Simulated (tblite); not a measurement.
Compound: C5H6NSe (doublet state).
Atom-mapped SMILES: `[CH2:1]/[CH:2]=[CH:3]/[CH2:4][Se:5][C:6]#[N:7]` (hydrogens: H8, H9 on C1; H10 on C2; H11 on C3; H12, H13 on C4)
Bond orders are those of one Lewis drawing.

Computed with GFN2-xTB (tblite), gas phase: L-BFGS steps from a force-field or distance-geometry start until the largest atomic force falls under 0.01 eV/Å.

The end geometry, which sets the zero of energy:
```
atom  x, y, z in Å
C1     -2.1713    1.1549   -0.0516
C2     -1.4287    0.0347   -0.2114
C3     -0.1261   -0.1114    0.2837
C4      0.6656   -1.2676    0.0630
Se5     1.8156   -1.0106   -1.7747
C6      2.7576    0.3803   -1.1214
N7      3.3617    1.2686   -0.7139
H8     -3.1721    1.2304   -0.4371
H9     -1.7782    2.0125    0.4672
H10    -1.8536   -0.8099   -0.7413
H11     0.3270    0.7293    0.7910
H12     1.4746   -1.4384    0.7655
H13     0.1234   -2.1725   -0.1980
```

Problem. These geometries come from the run, each turned onto the end geometry. Order them by energy, lowest first.
A.
```
atom  x, y, z in Å
C1     -2.1409    1.1647   -0.0410
C2     -1.4510    0.0129   -0.2202
C3     -0.1185   -0.1160    0.1897
C4      0.6705   -1.2841    0.0243
Se5     1.9073   -1.0564   -1.7638
C6      2.7135    0.3859   -1.0515
N7      3.2092    1.3094   -0.5821
H8     -3.1756    1.2727   -0.3088
H9     -1.6557    2.0242    0.3910
H10    -1.9336   -0.8513   -0.6652
H11     0.3619    0.7611    0.6084
H12     1.4662   -1.4172    0.7514
H13     0.1422   -2.2057   -0.2113
```
B.
```
atom  x, y, z in Å
C1     -2.0882    1.2049   -0.0459
C2     -1.4219    0.0291   -0.1692
C3     -0.0708   -0.0921    0.0419
C4      0.6198   -1.3398   -0.1172
Se5     2.2172   -1.1623   -1.4264
C6      2.7647    0.4775   -0.9394
N7      3.0512    1.5411   -0.6197
H8     -3.1696    1.1839    0.0809
H9     -1.6344    2.1737   -0.0435
H10    -1.9422   -0.9171   -0.2692
H11     0.4685    0.7437    0.4588
H12     1.1457   -1.7005    0.7603
H13     0.0555   -2.1416   -0.5904
```
C.
```
atom  x, y, z in Å
C1     -2.1268    1.1776   -0.1069
C2     -1.4246    0.0215   -0.1813
C3     -0.0696   -0.0799    0.0233
C4      0.6049   -1.3198   -0.1086
Se5     2.2270   -1.1397   -1.4302
C6      2.7546    0.4506   -0.9360
N7      3.0275    1.5063   -0.6035
H8     -3.1932    1.1769    0.0199
H9     -1.5763    2.2235    0.0659
H10    -1.9290   -0.9469   -0.2000
H11     0.4628    0.7506    0.4422
H12     1.1620   -1.6935    0.7366
H13     0.0762   -2.1270   -0.6004
```
D.
```
atom  x, y, z in Å
C1     -2.1214    1.1897   -0.0193
C2     -1.4480    0.0164   -0.1586
C3     -0.0870   -0.1152    0.0864
C4      0.6593   -1.3398   -0.0536
Se5     2.0785   -1.0968   -1.6019
C6      2.7199    0.4648   -0.9480
N7      3.1329    1.4734   -0.5845
H8     -3.1768    1.2412   -0.2007
H9     -1.6224    2.1003    0.2674
H10    -1.9902   -0.8824   -0.4297
H11     0.4704    0.7761    0.3427
H12     1.3013   -1.6172    0.7839
H13     0.0791   -2.2102   -0.3632
```
E.
```
atom  x, y, z in Å
C1     -2.0372    1.2793    0.0787
C2     -1.3644    0.0455   -0.1668
C3     -0.0725   -0.1561    0.1266
C4      0.6358   -1.4138   -0.0891
Se5     2.2173   -1.1283   -1.3366
C6      2.7642    0.5635   -0.9494
N7      3.1537    1.6303   -0.7647
H8     -2.9698    1.2397    0.6016
H9     -1.9492    2.0348   -0.6655
H10    -1.9519   -0.7538   -0.6052
H11     0.4769    0.6350    0.6054
H12     1.0631   -1.7864    0.8432
H13     0.0295   -2.1893   -0.5571
```

Solution. A (0.018 eV), D (0.079 eV), B (0.264 eV), C (0.545 eV), E (1.064 eV).

In the order of the answer:

```tsv
step	E above end (eV)	largest force (eV/Å)	rms force component (eV/Å)	rms distance from end (Å)	rms bond change (Å)	bond most changed (Å)
47	0.018	0.09	0.037	0.112	0.002	Se5–C6 -0.003
32	0.079	0.24	0.072	0.262	0.021	C4–Se5 -0.069
16	0.264	1.22	0.286	0.385	0.034	C4–Se5 -0.110
14	0.545	2.77	0.748	0.381	0.046	C1–H9 +0.118
4	1.064	0.77	0.252	0.534	0.053	C4–Se5 -0.149
```

The cost below is that of the whole relaxation. Hardware: an Arm Neoverse V1 with one thread, no GPU, shared host with 32 logical CPUs at a one-minute load of 15. Cost: 0.48 s wall.
